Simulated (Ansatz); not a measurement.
Cartesian coordinates in Å:
```
O -0.643 1.618 1.435
Ge 0.257 0.802 0.136
C 0.971 -0.994 0.521
S 0.202 -1.639 -1.005
C -0.794 -0.126 -1.247
H -1.315 1.059 1.832
H 1.260 1.857 -0.347
H 0.565 -1.464 1.418
H 2.056 -1.097 0.516
H -1.845 -0.280 -0.996
H -0.716 0.264 -2.262
```

Total charge 0; spin multiplicity 1.

(1) List the ωB97M-V/def2-TZVPP orbital energies in eV (Ansatz 0.2.0). (Best estimate.)

## Answers

(1) Ansatz gave: Occupied: -10866.91, -2426.82, -1362.69, -1210.42, -1210.42, -1210.40, -526.06, -282.04, -282.04, -220.72, -174.55, -163.85, -163.78, -163.62, -123.82, -123.79, -123.77, -36.75, -36.61, -36.60, -36.54, -36.54, -30.29, -25.34, -21.85, -19.57, -17.85, -15.72, -15.20, -14.16, -13.18, -13.01, -12.66, -12.29, -10.49, -9.99, -8.71. Lowest empty: 1.88, 1.99, 2.75, 2.94, 3.28, 4.05, 4.19, 4.57.
